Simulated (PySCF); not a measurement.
## Electronic absorption of C7H10

Species: C₇H₁₀.
Numbering: `[CH:1]#[C:2]/[CH:3]=[C:4](/[CH3:5])[CH2:6][CH3:7]` (hydrogens: H8 on C1; H9 on C3; H10, H11, H12 on C5; H13, H14 on C6; H15, H16, H17 on C7)

Method: PySCF 2.14.0, density-fitted response routines, TDDFT PBE0/def2-SVPD, vertical, gas phase, core orbitals frozen in the response. One conformer (not necessarily the lowest) at the GFN2-xTB geometry, without solvent, vibrations or thermal averaging. Torsions of this conformer, `[CH:1]#[C:2]/[CH:3]=[C:4](/[CH3:5])[CH2:6][CH3:7]`: C3–C4–C6–C7 91°.

```csv
state,E (eV),E (kJ/mol),λ (nm),f,"main configurations (H = HOMO, L = LUMO)"
S1,5.50,530,225.6,0.269,"H→L (70%), H-1→L (21%)"
S2,5.61,541,221.2,0.096,"H-1→L (74%), H→L (20%)"
S3,5.98,577,207.5,0.0018,"H→L+2 (56%), H→L+1 (35%)"
S4,6.37,615,194.6,0.0069,"H→L+1 (62%), H→L+2 (31%)"
S5,7.00,676,177.0,0.0073,H→L+3 (96%)
S6,7.22,696,171.8,0.021,H→L+4 (70%)
```

Triplets, Tamm–Dancoff:

```json
{"state": "T1", "E (eV)": "3.40", "λ (nm)": "364.7", "main configurations (H = HOMO, L = LUMO)": "H→L (96%)"}
{"state": "T2", "E (eV)": "5.17", "λ (nm)": "239.7", "main configurations (H = HOMO, L = LUMO)": "H-1→L (77%), H→L+2 (12%)"}
```

The lowest singlet lies at 5.50 eV (226 nm, ultraviolet) and is strong; its leading configuration is HOMO→LUMO (70%). The lowest level is also the most intense of those listed (f = 0.269). Löwdin shares by element: HOMO carbon 82% or more (atoms not listed hold the other 18%); LUMO carbon 76% or more (atoms not listed hold the other 24%). The listed states span 1.72 eV, and the widest gap between neighbours is 0.63 eV (S4 to S5). Orbital energies (eV): HOMO-3 -9.51, HOMO-2 -9.19, HOMO-1 -7.85, HOMO -6.60, LUMO -0.56, LUMO+1 0.69, LUMO+2 1.13. Of the 6 states listed, 3 reach f = 0.01 and none stays under 0.0005. Singlets were solved by full linear response, triplets in the Tamm–Dancoff approximation.
